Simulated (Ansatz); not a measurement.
A nudged elastic band was laid between two geometries of CH₆INOSi (11 atoms, charge 0, multiplicity 1).

Theory: RKS CAM-B3LYP-D4/def2-SVP (Ansatz).

```
movable images  : 7
climbing image  : yes
spring          : 5.0 eV/Å²
optimiser       : quadratic models (default)
start path      : IDPP
force threshold : 0.05 eV/Å
iteration limit : 36
end points      : relaxed
```

Initial state:

```xyz
11
Properties=species:S:1:pos:R:3
N -1.194 0.740 -1.062
C -0.094 -0.216 -1.081
Si 0.787 -0.417 0.562
O -0.405 -0.756 1.658
I 1.851 1.733 1.173
H -1.857 0.500 -0.327
H -0.852 1.676 -0.849
H 0.631 0.061 -1.864
H -0.477 -1.209 -1.377
H 1.878 -1.426 0.588
H -0.202 -0.743 2.599
```

Final state:

```xyz
11
Properties=species:S:1:pos:R:3
N -1.284 0.542 -0.204
C -0.226 -0.240 -0.852
Si 1.109 -0.445 0.464
O 0.259 -0.675 1.855
I 2.410 1.660 0.532
H -2.162 0.487 -0.716
H -1.027 1.528 -0.162
H 0.142 0.164 -1.813
H -0.613 -1.252 -1.057
H 2.083 -1.537 0.256
H -0.627 -0.289 1.716
```

(1) What changes between the two ends?

(2) Give the energies along the band, and the barrier.

(3) What is the geometry of the highest image?

(4) What are the harmonic wavenumbers there?

The band took 17 iterations and roughly 17 core-minutes.

Answers

(1) No bond is made or broken. The height of N1 over the plane of its neighbours goes from 0.38 to -0.37 Å.

(2) The run converged. The highest image is number 4 of 0 to 8, 0.186 eV above the first end and 0.275 eV above the last; the last end lies 0.089 eV below the first. A vibrational analysis at the climbing image gives one clearly imaginary mode, 580i cm⁻¹: a first-order saddle point.

| image | path coordinate (Å) | energy (eV) | height of N1 over the plane of its neighbours (Å) |
| --- | --- | --- | --- |
| 0 | 0.00 | 0.000 | 0.38 |
| 1 | 0.46 | 0.028 | 0.39 |
| 2 | 0.92 | 0.061 | 0.37 |
| 3 | 1.37 | 0.091 | 0.34 |
| 4 | 1.83 | 0.186 | 0.08 |
| 5 | 2.05 | 0.088 | -0.15 |
| 6 | 2.27 | -0.042 | -0.32 |
| 7 | 2.50 | -0.082 | -0.37 |
| 8 | 2.72 | -0.089 | -0.37 |

(3) 
```xyz
11
Properties=species:S:1:pos:R:3:forces:R:3
N -1.211 0.726 -0.540 0.00 0.00 0.00
C -0.182 -0.195 -0.963 0.00 0.00 0.00
Si 1.034 -0.490 0.444 0.00 0.01 -0.01
O 0.176 -0.865 1.804 0.00 -0.01 0.01
I 2.258 1.643 0.767 0.00 0.00 0.00
H -2.143 0.403 -0.340 0.00 0.00 0.00
H -0.962 1.655 -0.234 0.00 0.00 0.00
H 0.320 0.121 -1.896 0.00 0.00 0.00
H -0.648 -1.168 -1.193 0.00 0.00 0.00
H 2.050 -1.548 0.257 0.00 0.00 0.00
H -0.627 -0.339 1.914 0.00 0.01 -0.01
```

(4) 580i, 59, 132, 188, 197, 260, 330, 376, 419, 633, 723, 783, 819, 899, 933, 1009, 1133, 1289, 1312, 1437, 1591, 2298, 3026, 3098, 3646, 3776, 3867 cm⁻¹.

Run time: 9 min on 2 threads of Arm Neoverse V1 (shared host), peak memory 0.37 GiB.
